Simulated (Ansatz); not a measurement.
# Worked example: CH6N2 + SiH3(SnH3) → CH7NSi + SnH3(NH2)

Gas-phase species: CH6N2 `CNN`, singlet; SiH3(SnH3), singlet; CH7NSi `CN[SiH3]`, singlet; SnH3(NH2), singlet. The partners trade NH2 for SiH3: N–NH2 and Sn–SiH3 bonds give way to N–SiH3 and Sn–NH2.

Shapes, held fixed at every level: PBE0-D4/def2-TZVP. Flexible molecules stand in one conformer, not always the lowest. Programs: Ansatz 0.2.0. The zero-point and thermal change to 298 K, harmonic and unscaled (PBE0-D4/def2-TZVP), is -4.3 kJ/mol.

At CCSD(T)/def2-TZVPP; 1 Eh = 2625.50 kJ/mol:

| species | energy (Eh) |
| --- | --- |
| CH6N2 | -150.934460 |
| SiH3(SnH3) | -506.285385 |
| CH7NSi | -385.970733 |
| SnH3(NH2) | -271.311971 |

Question: Work out ΔH(298 K) of the reaction at this level.

Answer: 
1. Products less reactants: (-385.970733) + (-271.311971) − [(-150.934460) + (-506.285385)] = -0.062859 Eh = -165.0 kJ/mol.
2. With the thermal change: -165.0 + (-4.3) = -169.3 kJ/mol.

Other levels give -170.4 (B2PLYP/def2-TZVPP) to -148.3 kJ/mol (PBE0-D4/def2-TZVPP). No measured value is set beside it here. For atoms past krypton def2 sets carry core potentials with scalar relativity. Outer-core shells of Sn are correlated, in sets that cover them unevenly.
